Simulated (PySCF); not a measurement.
SiCl₂FI, SMILES I[Si](F)(Cl)Cl. Geometry: PBE0-D3(BJ)/def2-SVP. The structure was generated by enumeration, and PubChem lists no compound with its InChIKey, so it may never have been made. The def2 effective core potentials stand for the cores of I; spin–orbit coupling is left out.

Give the equilibrium geometry at PBE0-D3(BJ)/def2-SVP (PySCF confirms it by a frequency run) as a Z-matrix, and its point group. (Estimate from the structure and the level; the computed values follow.)

point group Cs.
```
Si
F 1 1.6066
Cl 1 2.0334 2 107.80
Cl 1 2.0334 2 107.80 3 -118.57
I 1 2.4058 2 108.54 3 120.71
```
